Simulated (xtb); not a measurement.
F$_{3}$MoO (SMILES [O]=[Mo+]([F])([F])[F]), charge +1, singlet, at a GFN2-xTB geometry (such geometries of metal compounds can be far from the true shape) (the multiplicity is a formal guess); GFN2-xTB (xtb).

Here is a job for xtb.
```
$ xtb mol.xyz --gfn 2 --chrg 1 --uhf 0 --json

# file mol.xyz
5

Mo     0.01006139     0.00517343    -0.01163612
O      1.01424878     0.52151308    -1.17299113
F      0.93727045    -0.85236730     1.14277906
F     -1.15666306    -1.01318589    -0.73927993
F     -0.72911503     1.37784332     0.69346157
```

What the program printed (banner, timings and long lists left out):

```
   ID    Z sym.   atoms
    1   42 Mo     1
    2    8 O      2
    3    9 F      3-5

           -------------------------------------------------
          |                Calculation Setup                |
           -------------------------------------------------

           -------------------------------------------------
          |                 G F N 2 - x T B                 |
           -------------------------------------------------

          ...................................................
          :                      SETUP                      :
          :.................................................:
          :  # basis functions                  26          :
          :  # atomic orbitals                  25          :
          :  # shells                           11          :
          :  # electrons                        32          :
          :  max. iterations                   250          :
          :  Hamiltonian                  GFN2-xTB          :
          :  restarted?                      false          :
          :  GBSA solvation                  false          :
          :  PC potential                    false          :
          :  electronic temp.          300.0000000     K    :
          :  accuracy                    1.0000000          :
          :  -> integral cutoff          0.2500000E+02      :
          :  -> integral neglect         0.1000000E-07      :
          :  -> SCF convergence          0.1000000E-05 Eh   :
          :  -> wf. convergence          0.1000000E-03 e    :
          :  Broyden damping             0.4000000          :
          :  net charge                          1          :
          :  unpaired electrons                  0          :
          ...................................................

 iter      E             dE          RMSdq      gap      omega  full diag
   1    -19.9227229 -0.199227E+02  0.104E+01    4.56       0.0  T
   2    -19.9247241 -0.200116E-02  0.756E+00    5.37       1.0  T
   3    -19.9830496 -0.583255E-01  0.479E+00    4.24       1.0  T
   4    -19.9859036 -0.285392E-02  0.256E+00    4.27       1.0  T
   5    -19.9883816 -0.247808E-02  0.111E+00    4.50       1.0  T
   6    -19.9901565 -0.177488E-02  0.244E-01    4.34       1.0  T
   7    -19.9901888 -0.322823E-04  0.227E-01    4.39       1.0  T
   8    -19.9902307 -0.419094E-04  0.154E-02    4.37       2.9  T
   9    -19.9902308 -0.435920E-07  0.777E-03    4.37       5.8  T
[...]
         :: total energy             -19.928366849647 Eh    ::
[...]
        24                         -0.0308517              -0.8395
        25                         -0.0308517              -0.8395
      -------------------------------------------------------------
                  HL-Gap            0.1606519 Eh            4.3716 eV
             Fermi-level           -0.6955891 Eh          -18.9279 eV

     #   Z          covCN         q      C6AA      α(0)
     1  42 Mo       3.014     1.464   317.342    42.860
     2   8 O        0.804    -0.223    18.468     5.761
     3   9 F        0.737    -0.080    10.075     3.749
     4   9 F        0.737    -0.080    10.075     3.749
     5   9 F        0.737    -0.080    10.075     3.749

 Mol. C6AA /au·bohr⁶  :        936.221019
 Mol. C8AA /au·bohr⁸  :      59516.233005
 Mol. α(0) /au        :         59.866561

Wiberg/Mayer (AO) data.
largest (>0.10) Wiberg bond orders for each atom

 ---------------------------------------------------------------------------
     #   Z sym  total        # sym  WBO       # sym  WBO       # sym  WBO
 ---------------------------------------------------------------------------
     1  42 Mo   6.585 --     2 O    2.420     3 F    1.388     5 F    1.388
                             4 F    1.388
     2   8 O    2.658 --     1 Mo   2.420
     3   9 F    1.579 --     1 Mo   1.388
     4   9 F    1.579 --     1 Mo   1.388
     5   9 F    1.579 --     1 Mo   1.388
 ---------------------------------------------------------------------------

Topologies differ in total number of bonds
Writing topology from bond orders to xtbtopo.mol

molecular dipole:
                 x           y           z       tot (Debye)
 q only:       -0.256      -0.132       0.296
   full:       -0.815      -0.419       0.942       3.341
molecular quadrupole (traceless):
                xx          xy          yy          xz          yz          zz
 q only:       -0.093      -0.361       0.423       0.811       0.417      -0.330
  q+dip:       -0.090      -0.349       0.409       0.785       0.403      -0.319
   full:       -0.142      -0.552       0.647       1.241       0.638      -0.504

           -------------------------------------------------
          | TOTAL ENERGY              -19.928366849647 Eh   |
          | GRADIENT NORM               0.000010728389 Eh/α |
          | HOMO-LUMO GAP               4.371559684345 eV   |
           -------------------------------------------------

normal termination of xtb
```
